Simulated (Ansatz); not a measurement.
`Cl[Si](Cl)(Cl)Cc1ccc(-c2cnc(-c3ccccc3)nc2)cc1` with charge -1. The state is a doublet with charge -1. Geometry PBE-D4/def2-SVP, that of the neutral singlet; atoms count from 1.

```xyz
36

Cl    0.662   -3.706   -5.453
Si    2.617   -3.816   -4.785
Cl    3.607   -5.273   -5.869
Cl    3.531   -1.992   -5.119
C     2.661   -4.243   -2.952
C     1.992   -3.190   -2.108
C     0.600   -3.218   -1.883
C    -0.027   -2.215   -1.138
C     0.712   -1.140   -0.594
C     0.049   -0.085    0.194
C    -1.259    0.375   -0.087
N    -1.873    1.316    0.627
C    -1.191    1.855    1.663
C    -1.869    2.900    2.466
C    -3.170    3.330    2.124
C    -3.811    4.313    2.886
C    -3.163    4.879    3.998
C    -1.868    4.456    4.344
C    -1.223    3.473    3.584
N     0.067    1.506    2.015
C     0.662    0.555    1.296
C     2.106   -1.111   -0.829
C     2.732   -2.114   -1.574
H     3.731   -4.372   -2.687
H     2.171   -5.235   -2.849
H     0.000   -4.044   -2.294
H    -1.110   -2.281   -0.952
H    -1.816   -0.034   -0.951
H    -3.657    2.872    1.251
H    -4.825    4.644    2.613
H    -3.669    5.652    4.597
H    -1.358    4.896    5.215
H    -0.210    3.125    3.834
H     1.677    0.256    1.616
H     2.706   -0.273   -0.443
H     3.816   -2.059   -1.755
```

Single mean-field runs in def2-TZVP are fitted with def2-universal-jkfit. The highest occupied level of the charge -1 doublet lies above zero (up to 0.38 eV). By energy differences its removal costs 0.82 eV (vertical, to the charge 0 singlet, at PBE0-D4/def2-TZVP); self-interaction error and the lack of diffuse functions both raise the level.

**Question.** Estimate the Mulliken populations of the heavy atoms from the PBE0/def2-TZVP orbitals of Ansatz.

**Answer.** 
```csv
atom,charge (e),spin (α − β)
Cl1,-0.23,0.00
Si2,0.63,0.04
Cl3,-0.25,0.01
Cl4,-0.22,0.00
C5,-0.41,-0.02
C6,0.20,0.15
C7,-0.21,-0.02
C8,-0.24,0.07
C9,0.16,0.04
C10,0.08,0.12
C11,-0.15,0.07
N12,-0.24,-0.02
C13,0.20,0.24
C14,0.10,-0.03
C15,-0.23,0.11
C16,-0.11,-0.06
C17,-0.14,0.16
C18,-0.11,-0.06
C19,-0.23,0.11
N20,-0.24,-0.01
C21,-0.15,0.06
C22,-0.24,0.07
C23,-0.22,-0.02
```
Mulliken values and Mayer orders depend strongly on the basis.

**Question.** Where does the spin sit?

**Answer.** Summed by element: Cl 0.02, Si 0.04, C 1.00, N -0.03, H -0.02, of 1 unpaired in all. Largest on single atoms: C13 0.24, C17 0.16, C6 0.15.

**Question.** And the Mayer bond orders between bonded heavy atoms (over 0.3)?

**Answer.** Cl1–Si2 1.15 (2.07 Å); Si2–Cl3 1.12 (2.07 Å); Si2–Cl4 1.16 (2.07 Å); Si2–C5 1.04 (1.88 Å); C5–C6 0.89 (1.51 Å); C6–C7 1.31 (1.41 Å); C6–C23 1.31 (1.41 Å); C7–C8 1.51 (1.40 Å); C8–C9 1.29 (1.41 Å); C9–C10 0.98 (1.47 Å); C9–C22 1.29 (1.41 Å); C10–C11 1.24 (1.41 Å); C10–C21 1.24 (1.41 Å); C11–N12 1.67 (1.33 Å); N12–C13 1.32 (1.35 Å); C13–C14 1.06 (1.48 Å); C13–N20 1.32 (1.35 Å); C14–C15 1.33 (1.41 Å); C14–C19 1.33 (1.41 Å); C15–C16 1.47 (1.40 Å); C16–C17 1.37 (1.41 Å); C17–C18 1.37 (1.41 Å); C18–C19 1.47 (1.40 Å); N20–C21 1.67 (1.33 Å); C22–C23 1.51 (1.40 Å).
